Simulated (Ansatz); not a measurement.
`[AlH3-][O+]([SiH3])[SiH3]`, relaxed with RKS PBE0-D4/def2-TZVP in Ansatz from a PBE-D4/def2-SVP geometry. The force threshold is 0.005 eV/Å; the program also tests the step.

Total charge 0; spin multiplicity 1.

Start:

```xyz
13

Al   -0.649   -1.724    0.401
O    -0.072    0.184    0.036
Si    1.047    0.821    1.201
Si   -0.477    0.754   -1.555
H    -0.701   -2.171   -1.154
H     0.657   -2.119    1.271
H    -2.045   -1.550    1.179
H     1.080    2.303    0.957
H     0.495    0.499    2.552
H     2.401    0.227    0.968
H     0.442    0.129   -2.557
H    -0.268    2.240   -1.512
H    -1.912    0.407   -1.786
```

```csv
step,energy (eV),largest force (eV/Å),largest move (Å)
1,-24536.9020,0.672,0.000
2,-24536.9631,0.549,0.036
3,-24536.9794,0.037,0.023
4,-24536.9798,0.028,0.011
5,-24536.9800,0.007,0.012
6,-24536.9800,0.005,0.010
```

End:

```xyz
13

Al   -0.639   -1.696    0.395
O    -0.056    0.182    0.027
Si    1.025    0.805    1.172
Si   -0.463    0.739   -1.520
H    -0.696   -2.138   -1.145
H     0.653   -2.089    1.259
H    -2.020   -1.501    1.165
H     1.050    2.270    0.942
H     0.484    0.478    2.504
H     2.364    0.224    0.941
H     0.447    0.129   -2.511
H    -0.272    2.209   -1.477
H    -1.877    0.387   -1.752
```

It took 39 s on 2 threads of a server CPU on a shared host, with 0.58 GiB of host memory at the peak.
